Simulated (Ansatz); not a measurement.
# Molecular dynamics of CH₅AlBFS

Input:

```yaml
crystal:
  periodic: [false, false, false]
  atoms:
    - { symbol: B, position_ang: [-0.613246, 1.900869, -0.243518] }
    - { symbol: S, position_ang: [0.811932, 1.560394, -1.243242] }
    - { symbol: Al, position_ang: [0.696751, -0.04801, 0.243165] }
    - { symbol: C, position_ang: [-0.029506, -1.865016, 0.128712] }
    - { symbol: F, position_ang: [2.076531, 0.038085, 1.152153] }
    - { symbol: H, position_ang: [-1.261881, 2.948067, -0.25845] }
    - { symbol: H, position_ang: [-1.042618, 1.087267, 0.601933] }
    - { symbol: H, position_ang: [-0.227824, -2.37176, 1.100117] }
    - { symbol: H, position_ang: [-0.858222, -1.874386, -0.661457] }
    - { symbol: H, position_ang: [0.935581, -2.388087, -0.121163] }
magnetization:
  spin_polarized: true
basis:
  gaussian: { orbitals: STO-3G }
hamiltonian:
  xc: pbe
md:
  timestep: 0.25
  n_steps: 240
  ensemble: nve
  temperature: 700.0
  initial_velocities: maxwell_boltzmann
  seed: 585859
```

Launched with:

```bash
$ ansatz run input.yaml --threads 1 --pin off --max-ram 2048MiB --backend cpu --events-out ev --progress --plain --runs-dir out
```

It goes on from the last frame of an earlier run, with new velocities.

Output, in part (one step line in 9, the closing report, with atoms numbered from 0):

```
md step     0: t =     0.00 fs  T =   700.0 K  F+E_penalty+E_count = -21671.95825952 eV  E_kin = 0.723856 eV  conserved = -21671.23440352 eV  (25 SCF iters)
md step     9: t =     2.25 fs  T =   724.7 K  F+E_penalty+E_count = -21671.98344095 eV  E_kin = 0.749443 eV  conserved = -21671.23399810 eV  (23 SCF iters)
md step    18: t =     4.50 fs  T =   880.4 K  F+E_penalty+E_count = -21672.14474721 eV  E_kin = 0.910394 eV  conserved = -21671.23435303 eV  (23 SCF iters)
md step    27: t =     6.75 fs  T =   799.8 K  F+E_penalty+E_count = -21672.06127368 eV  E_kin = 0.827095 eV  conserved = -21671.23417865 eV  (23 SCF iters)
md step    36: t =     9.00 fs  T =   668.1 K  F+E_penalty+E_count = -21671.92498054 eV  E_kin = 0.690883 eV  conserved = -21671.23409740 eV  (24 SCF iters)
md step    45: t =    11.25 fs  T =   688.9 K  F+E_penalty+E_count = -21671.94645185 eV  E_kin = 0.712404 eV  conserved = -21671.23404828 eV  (23 SCF iters)
md step    54: t =    13.50 fs  T =   787.1 K  F+E_penalty+E_count = -21672.04789051 eV  E_kin = 0.813935 eV  conserved = -21671.23395539 eV  (23 SCF iters)
md step    63: t =    15.75 fs  T =  1010.8 K  F+E_penalty+E_count = -21672.27991743 eV  E_kin = 1.045271 eV  conserved = -21671.23464675 eV  (24 SCF iters)
md step    72: t =    18.00 fs  T =   896.3 K  F+E_penalty+E_count = -21672.16067871 eV  E_kin = 0.926840 eV  conserved = -21671.23383842 eV  (23 SCF iters)
md step    81: t =    20.25 fs  T =   867.7 K  F+E_penalty+E_count = -21672.13159135 eV  E_kin = 0.897231 eV  conserved = -21671.23436003 eV  (23 SCF iters)
md step    90: t =    22.50 fs  T =   743.5 K  F+E_penalty+E_count = -21672.00265824 eV  E_kin = 0.768884 eV  conserved = -21671.23377446 eV  (23 SCF iters)
md step    99: t =    24.75 fs  T =   874.3 K  F+E_penalty+E_count = -21672.13863811 eV  E_kin = 0.904129 eV  conserved = -21671.23450881 eV  (23 SCF iters)
md step   108: t =    27.00 fs  T =   710.3 K  F+E_penalty+E_count = -21671.96842281 eV  E_kin = 0.734548 eV  conserved = -21671.23387529 eV  (23 SCF iters)
md step   117: t =    29.25 fs  T =   751.3 K  F+E_penalty+E_count = -21672.01123715 eV  E_kin = 0.776938 eV  conserved = -21671.23429904 eV  (23 SCF iters)
md step   126: t =    31.50 fs  T =   782.9 K  F+E_penalty+E_count = -21672.04357800 eV  E_kin = 0.809537 eV  conserved = -21671.23404079 eV  (23 SCF iters)
md step   135: t =    33.75 fs  T =   858.5 K  F+E_penalty+E_count = -21672.12169394 eV  E_kin = 0.887742 eV  conserved = -21671.23395173 eV  (25 SCF iters)
md step   144: t =    36.00 fs  T =   997.5 K  F+E_penalty+E_count = -21672.26634809 eV  E_kin = 1.031449 eV  conserved = -21671.23489926 eV  (23 SCF iters)
md step   153: t =    38.25 fs  T =   598.9 K  F+E_penalty+E_count = -21671.85265725 eV  E_kin = 0.619274 eV  conserved = -21671.23338306 eV  (23 SCF iters)
md step   162: t =    40.50 fs  T =   680.1 K  F+E_penalty+E_count = -21671.93797489 eV  E_kin = 0.703309 eV  conserved = -21671.23466560 eV  (23 SCF iters)
md step   171: t =    42.75 fs  T =   533.4 K  F+E_penalty+E_count = -21671.78533911 eV  E_kin = 0.551619 eV  conserved = -21671.23371975 eV  (22 SCF iters)
md step   180: t =    45.00 fs  T =   669.0 K  F+E_penalty+E_count = -21671.92609580 eV  E_kin = 0.691804 eV  conserved = -21671.23429203 eV  (23 SCF iters)
md step   189: t =    47.25 fs  T =   659.5 K  F+E_penalty+E_count = -21671.91623709 eV  E_kin = 0.681976 eV  conserved = -21671.23426086 eV  (22 SCF iters)
md step   198: t =    49.50 fs  T =   586.3 K  F+E_penalty+E_count = -21671.84003853 eV  E_kin = 0.606231 eV  conserved = -21671.23380778 eV  (23 SCF iters)
md step   207: t =    51.75 fs  T =   772.2 K  F+E_penalty+E_count = -21672.03288792 eV  E_kin = 0.798553 eV  conserved = -21671.23433496 eV  (23 SCF iters)
md step   216: t =    54.00 fs  T =   780.9 K  F+E_penalty+E_count = -21672.04143523 eV  E_kin = 0.807473 eV  conserved = -21671.23396205 eV  (22 SCF iters)
md step   225: t =    56.25 fs  T =   864.5 K  F+E_penalty+E_count = -21672.12845060 eV  E_kin = 0.893918 eV  conserved = -21671.23453241 eV  (23 SCF iters)
md step   234: t =    58.50 fs  T =   587.5 K  F+E_penalty+E_count = -21671.84143332 eV  E_kin = 0.607480 eV  conserved = -21671.23395313 eV  (23 SCF iters)
md step   240: t =    60.00 fs  T =   428.3 K  F+E_penalty+E_count = -21671.67659648 eV  E_kin = 0.442869 eV  conserved = -21671.23372778 eV  (26 SCF iters)
Total energy: -21671.67661828 eV, -796.4194261318 hartree
Atom 0 at    -0.612704     2.001958    -0.091365 Å, force     1.653343    -1.246481     0.956678 eV/Å
Atom 1 at     0.637327     1.488652    -1.225712 Å, force    -0.388921    -1.022954     0.982168 eV/Å
Atom 2 at     1.116863    -0.290705     0.049943 Å, force    -1.141838     1.250749    -1.397321 eV/Å
Atom 3 at    -0.179351    -1.646564     0.044496 Å, force    -0.370772     0.057910     0.747635 eV/Å
Atom 4 at     1.927714     0.221856     1.333228 Å, force     1.110284     0.005545     1.155836 eV/Å
Atom 5 at    -0.861145     3.094606    -0.168239 Å, force    -1.103490     1.693077    -0.441719 eV/Å
Atom 6 at    -0.966754     1.494606     0.959753 Å, force     0.307626    -0.152394    -1.187095 eV/Å
Atom 7 at    -0.877861    -1.289723     0.785939 Å, force    -1.267182     1.744605     0.256453 eV/Å
Atom 8 at    -0.716571    -1.680823    -0.901755 Å, force    -0.221194    -0.510108    -0.321098 eV/Å
Atom 9 at    -0.139986    -2.590208     0.558728 Å, force     1.422144    -1.819949    -0.751536 eV/Å
Dipole moment:     0.411747    -0.627055    -0.060960 e Å
```

All steps were run. The conserved energy stayed within 0.1 meV per atom of its start (net change 0.068 meV per atom), so the integration is sound. A run of 0.06 ps of so small a system gives no equilibrium averages. The orbitals stay closed-shell, which can raise the energy where a bond breaks towards radicals; this wasn't checked here. Limits of this set-up: minimal basis.

Parted: B1–Al3 2.40 → 2.88 Å. Pairs count as bonded within 1.25 times the sum of covalent radii (0.12 Å more for H–H).

Last frame:

```xyz
10
Properties=species:S:1:pos:R:3
B -0.613 2.002 -0.091
S 0.637 1.489 -1.226
Al 1.117 -0.291 0.050
C -0.179 -1.647 0.044
F 1.928 0.222 1.333
H -0.861 3.095 -0.168
H -0.967 1.495 0.960
H -0.878 -1.290 0.786
H -0.717 -1.681 -0.902
H -0.140 -2.590 0.559
```

Time of the run: 22 min on 1 thread of Intel(R) Xeon(R) Processor @ 2.50GHz (Skylake/Cascade Lake), with other jobs on the host, peak memory 0.12 GiB.
